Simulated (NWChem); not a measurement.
GeH3TeBr; SMILES [GeH3][Te]Br

Computed with NWChem. All runs use the structure optimised with PBE0/def2-SVP. Not confirmed as a minimum by frequencies. def2 effective core potentials on Te; no spin-orbit coupling. Ions are spin-unrestricted doublets at the neutral geometry; other ion states weren't tried.

Question: Predict the results for PBE0/def2-SVP. Quantities: vertical ionisation energy, ΔSCF (eV); −ε(HOMO) (eV).

Answer: 
```json
{
  "vertical ionisation energy, ΔSCF (eV)": "8.39",
  "−ε(HOMO) (eV)": "6.38"
}
```
